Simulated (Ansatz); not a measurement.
A nudged elastic band was laid between two geometries of CH5AsOSi (9 atoms, charge 0, multiplicity 1).

Theory: RKS B3LYP/def2-SVP in Ansatz 0.2.0.

```json
{
  "movable images": "7",
  "climbing image": "yes",
  "spring": "5.0 eV/Å²",
  "optimiser": "quadratic models (default)",
  "start path": "through a guess of the saddle point",
  "force threshold": "0.03 eV/Å",
  "iteration limit": "60",
  "end points": "relaxed"
}
```

First end point:

```xyz
9
Properties=species:S:1:pos:R:3
O 1.404 -1.438 -0.187
C 0.444 -0.713 -0.178
Si 0.629 1.211 -0.442
As -1.437 -1.509 0.061
H -0.618 1.750 -1.055
H 0.821 1.818 0.906
H 1.810 1.483 -1.305
H -1.018 -2.317 1.286
H -1.946 -0.331 0.897
```

Last end point:

```xyz
9
Properties=species:S:1:pos:R:3
O 1.330 -1.035 1.094
C 0.515 -0.594 0.326
Si 0.656 1.230 -0.351
As -1.022 -1.786 -0.337
H -0.054 2.109 0.621
H 2.091 1.614 -0.445
H -0.010 1.322 -1.682
H -1.368 -2.255 1.074
H -2.050 -0.652 -0.316
```

**Question.** What changes between the two ends?

**Answer.** No bond is made or broken. The dihedral As4–C2–Si3–H7 goes from -148 to -25°. The two ends are copies of one structure, up to a mirror image or an exchange of like atoms.

**Question.** Give the energies along the band, and the barrier.

**Answer.** The forces met the threshold. The highest image is number 5 of 0 to 8, 0.5 kcal/mol above the ends, which have the same energy within 2 meV. A vibrational analysis at the climbing image gives one clearly imaginary mode, 80i cm⁻¹: a first-order saddle point.

| image | path coordinate (Å) | energy (kcal/mol) | dihedral As4–C2–Si3–H7 (°) |
| --- | --- | --- | --- |
| 0 | 0.00 | 0.0 | -148 |
| 1 | 0.51 | 0.0 | -133 |
| 2 | 1.02 | 0.1 | -116 |
| 3 | 1.53 | 0.3 | -99 |
| 4 | 2.04 | 0.4 | -84 |
| 5 | 2.55 | 0.5 | -69 |
| 6 | 3.10 | 0.3 | -56 |
| 7 | 3.65 | 0.1 | -41 |
| 8 | 4.20 | 0.0 | -25 |

**Question.** What is the geometry of the highest image?

**Answer.** 
```xyz
9
Properties=species:S:1:pos:R:3
O 1.397 -1.211 0.711
C 0.488 -0.618 0.190
Si 0.678 1.252 -0.344
As -1.236 -1.624 -0.315
H -0.551 2.009 0.030
H 1.882 1.826 0.313
H 0.827 1.275 -1.828
H -1.237 -2.419 0.988
H -2.160 -0.537 0.237
```

The run took 6.1 min on 2 threads of Arm Neoverse V1 (shared host), peak memory 0.23 GiB.
